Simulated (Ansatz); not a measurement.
Spectroscopic constants of TeO, multiplicity 3 (the spin of the measured ground state). No spin–orbit coupling.

```json
[
 {"level": "SVWN5/def2-TZVPP", "bond energy D_e (eV)": "5.789"},
 {"level": "PBE/def2-TZVPP", "bond energy D_e (eV)": "4.802"},
 {"level": "r2SCAN/def2-TZVPP", "bond energy D_e (eV)": "4.319"},
 {"level": "B97M-V/def2-TZVPP", "bond energy D_e (eV)": "4.319"},
 {"level": "B3LYP/def2-TZVPP", "bond energy D_e (eV)": "4.116"},
 {"level": "PBE0/def2-TZVPP", "bond energy D_e (eV)": "4.019"},
 {"level": "BHLYP/def2-TZVPP", "bond energy D_e (eV)": "3.221"},
 {"level": "CAM-B3LYP/def2-TZVPP", "bond energy D_e (eV)": "3.998"},
 {"level": "wB97X-V/def2-TZVPP", "bond energy D_e (eV)": "4.032"},
 {"level": "wB97M-V/def2-TZVPP", "bond energy D_e (eV)": "3.918"},
 {"level": "B2PLYP/def2-TZVPP", "bond energy D_e (eV)": "4.178"},
 {"level": "CCSD/def2-TZVPP", "bond energy D_e (eV)": "3.442"},
 {"level": "CCSD/def2-QZVPP", "bond energy D_e (eV)": "3.644"},
 {"level": "CCSD(T)/def2-TZVPP", "bond energy D_e (eV)": "3.822"},
 {"level": "CCSD(T)/def2-QZVPP", "bond energy D_e (eV)": "4.053"}
]
```

The rows run from 3.221 (BHLYP/def2-TZVPP) to 5.789 eV (SVWN5/def2-TZVPP). From def2-TZVPP to def2-QZVPP CCSD(T) changes by 0.231. The 11 functionals in def2-TZVPP without D3 or D4 span 2.568, from BHLYP to SVWN5.

D_e counts from the fitted minimum to each atom's lowest state at the same level, without counterpoise.

Correlated levels freeze the inner cores; with def2 sets outer-core shells near the valence are correlated too.

Doubts at one or more of the structures used: other coupled-cluster roots lie near (CCSD/def2-TZVPP, CCSD(T)/def2-TZVPP).

Run with Ansatz (Gaussian orbitals). Values without a source in brackets are computed. In def2 rows elements past Kr take small-core potentials, without spin–orbit coupling.

Ansatz is a quantum-chemistry and plane-wave program.
